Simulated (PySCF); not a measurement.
Se(Br)(OSiH3) (BrH₃OSeSi), SMILES [SiH3]O[Se]Br.

The structure is a stationary point at r2SCAN-D4/def2-SVP. The structure was generated by enumeration, and PubChem lists no compound with its InChIKey, so it may never have been made. One conformer was computed; it need not be the lowest.

Computed with PySCF with PBE0/def2-TZVP.

Isolated molecule, no solvent.

- total energy: -5341.50909 hartree
- highest occupied level: -6.76 eV
- lowest empty level: -2.54 eV
- orbital gap: 4.22 eV
- dipole moment: 1.24 D
- quadrupole, principal values (traceless, Buckingham form, about the centre of nuclear charge): -5.72, 1.68, 4.04 D·Å
- mean static polarisability: 75.0 bohr³ (11.12 Å³)
- polarisability, principal values: 55.6, 71.4, 98.0 bohr³
